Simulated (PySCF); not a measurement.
## Trend along the halogens: MC cations

CCSD(T) with triple-zeta basis sets in PySCF, for the lowest determinant that a PBE0 search found; no spin–orbit coupling. De refers to high-spin ground-configuration atoms (the charge goes to the atom of lower measured ionisation energy or higher electron affinity, which is not always the lowest computed limit).

```json
{"M": "F", "basis": "def2-TZVPPD", "reference, frozen orbitals": "RHF, 2", "charged atom": "C+", "state (unpaired electrons)": "singlet (closed shell)", "Re (Å)": "1.162", "ωe (cm⁻¹)": "1774", "De (eV)": "7.70"}
{"M": "Cl", "basis": "def2-TZVPPD", "reference, frozen orbitals": "RHF, 6", "charged atom": "C+", "state (unpaired electrons)": "singlet (closed shell)", "Re (Å)": "1.546", "ωe (cm⁻¹)": "1175", "De (eV)": "6.49"}
{"M": "Br", "basis": "cc-pVTZ/cc-pVTZ-PP", "reference, frozen orbitals": "RHF, 5", "charged atom": "C+", "state (unpaired electrons)": "singlet (closed shell)", "Re (Å)": "1.704", "ωe (cm⁻¹)": "966", "De (eV)": "6.03"}
```

The shortest bond is that of CF⁺ (1.162 Å), the longest that of CBr⁺ (1.704 Å).

The rows differ in basis set, which adds steps of its own.

Down a group the atoms grow and get heavier, so bonds lengthen and wavenumbers fall; this series shows no clear exception.

Correlated steps freeze the inner cores (2 to 6 orbitals); shallow outer-core shells are correlated. For an ion De counts to the pair picked by the measured ionisation energies or electron affinities, which need not be the lowest pair at this level. Where the molecule has an RHF reference, its open-shell atoms are computed with UHF. The CCSD T1 diagnostic is raised in CBr⁺, CCl⁺, CF⁺, a sign that a single reference may not be enough there.
